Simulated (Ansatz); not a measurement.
CH7N3W (SMILES [CH3][W](=[NH])(=[NH])[NH2]) moved off its minimum; all values from Ansatz (a quantum-chemistry and plane-wave program), cores frozen in correlated methods. Elements past Kr take the def2 small-core potentials, without spin–orbit coupling.
(charge 0, multiplicity 1)
```xyz
12

W     -0.0148    -0.0255    -0.0779
N      1.1087    -1.4896     0.0161
H      1.7190    -2.1842    -0.1942
N      0.4189     1.0815    -1.3602
H      0.9095     1.5870    -2.0748
N     -1.8918    -0.4621    -0.0733
H     -2.5570     0.0906    -0.6928
H     -2.3123    -1.3922     0.1569
C      0.4537     0.9401     1.7609
H      1.3895     1.3693     1.7723
H      0.1292     0.4217     2.6242
H     -0.1813     1.9545     1.8363
```

Forces at MP2/def2-TZVPPD (eV/Å):

```csv
atom,Fx,Fy,Fz
W1,2.807,-3.154,1.194
N2,-4.226,4.086,0.827
H3,2.446,-2.379,-0.902
N4,-0.064,1.325,-0.584
H5,0.210,-0.028,-0.389
N6,-2.827,-0.442,-1.155
H7,1.040,-1.103,1.210
H8,0.511,1.279,-0.298
C9,-3.521,3.051,-0.808
H10,2.512,0.279,0.423
H11,0.254,-0.863,0.921
H12,0.858,-2.052,-0.441
```

Question: Give the forces (eV/Å), the total energy and the dipole at CCSD(T)/def2-TZVPPD.

Answer: 
```tsv
atom	Fx	Fy	Fz
W1	3.339	-3.275	0.583
N2	-4.431	4.304	0.866
H3	2.347	-2.293	-0.874
N4	-0.242	1.102	-0.253
H5	0.160	-0.072	-0.300
N6	-2.755	-0.382	-1.081
H7	1.031	-1.085	1.192
H8	0.519	1.265	-0.289
C9	-3.532	2.979	-0.800
H10	2.553	0.277	0.399
H11	0.235	-0.893	0.975
H12	0.776	-1.927	-0.419
```
Energy -272.9391 hartree, dipole 1.84 D.

Doubts at one or more of the structures used: a restricted determinant that unrestricted orbitals would lower (CCSD(T)/def2-TZVPPD, MP2/def2-TZVPPD).
